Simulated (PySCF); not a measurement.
Compound: C3H5NOSi.
Atom-mapped SMILES: `[NH2:1][C:2](=[O:3])[C:4]#[C:5][SiH3:6]` (hydrogens: H7, H8 on N1; H9, H10, H11 on Si6)

A GFN2-xTB structure with every atom displaced at random (by about 0.01 Å) was refined with PBE0-D3(BJ)/def2-SVP geometry optimisation, gas phase (PySCF). Values at the start:

```json
{"coordinate": "N1–C2", "start": "1.344 Å"}
{"coordinate": "N1–H7", "start": "1.021 Å"}
{"coordinate": "N1–H8", "start": "0.993 Å"}
{"coordinate": "C2=O3", "start": "1.221 Å"}
{"coordinate": "C2–C4", "start": "1.483 Å"}
{"coordinate": "C4≡C5", "start": "1.173 Å"}
{"coordinate": "C5–Si6", "start": "1.852 Å"}
{"coordinate": "Si6–H9", "start": "1.455 Å"}
{"coordinate": "N1–C2–O3", "start": "124.0°"}
{"coordinate": "N1–C2–C4", "start": "112.5°"}
{"coordinate": "C2–C4–C5", "start": "176.6°"}
{"coordinate": "O3–C2–C4", "start": "123.4°"}
{"coordinate": "C4–C5–Si6", "start": "178.9°"}
```

Problem. How do these coordinates change at the PBE0-D3(BJ)/def2-SVP level?

Solution. 
```tsv
coordinate	PBE0-D3(BJ)/def2-SVP (Å or °)	change
C4≡C5	1.219	+0.046
Si6–H9	1.491	+0.036
C2–C4	1.466	-0.017
N1–H8	1.010	+0.017
C5–Si6	1.836	-0.016
N1–C2	1.357	+0.013
C2=O3	1.211	-0.010
N1–H7	1.012	-0.009
C2–C4–C5	178.0	+1.4
O3–C2–C4	122.1	-1.3
N1–C2–C4	113.7	+1.2
N1–C2–O3	124.2	+0.2
C4–C5–Si6	178.7	-0.2
```

The energy falls by 0.186 eV over 8 energy and gradient evaluations, the largest force component goes from 0.1106 to 3.4e-04 Eh/bohr, and the atoms move by 0.047 Å rms after alignment. The bond that changes most is C4≡C5 (both ends alkyne carbon), which lengthens by 0.046 Å. Bonds longer at the end by more than 0.005 Å: 6 of 10; shorter: 4. Rotational constants go from 10154, 1066, 975.7 to 10085, 1057, 967.7 MHz.

The run used 113 basis functions and 61 SCF cycles in all. Time: 52 s; peak memory 0.45 GiB. Hardware: one thread of an Arm Neoverse N1, shared host.

Whether it is a minimum is left open (no frequencies). One conformer, not necessarily the lowest.

The values belong to the conformer `[NH2:1][C:2](=[O:3])[C:4]#[C:5][SiH3:6]`: H–N1–C2–O3 2°, H–N1–C2–O3 178°.
